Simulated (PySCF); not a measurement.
**Electron correlation in N²⁺ (nitrogen, charge +2)**

[He] 2s1 2p1 3s1, high-spin 4P determinant (an excited configuration). Calculation: PySCF 2.14, in dyall-av3z (15s9p3d2f, 71 functions); the spin-free X2C one-electron Hamiltonian (Gaussian nucleus). Frozen: 1s2; 3 electrons correlated; the 13 highest virtual orbitals of each spin left out.

| level | correlation energy (mhartree) |
| --- | --- |
| CCSD | -14.79 |
| (T) | -0.11 |
| CCSD(T) | -14.90 |

Diagnostics: T1 = 0.0056, D1 = 0.0134, largest double amplitude 0.058.

The outer electron is Rydberg-like, and this basis confines it to a smaller radius and binds it less than a complete one would.

Cost of the coupled-cluster step: roughly 2.4 core-seconds, for 3 correlated electrons.
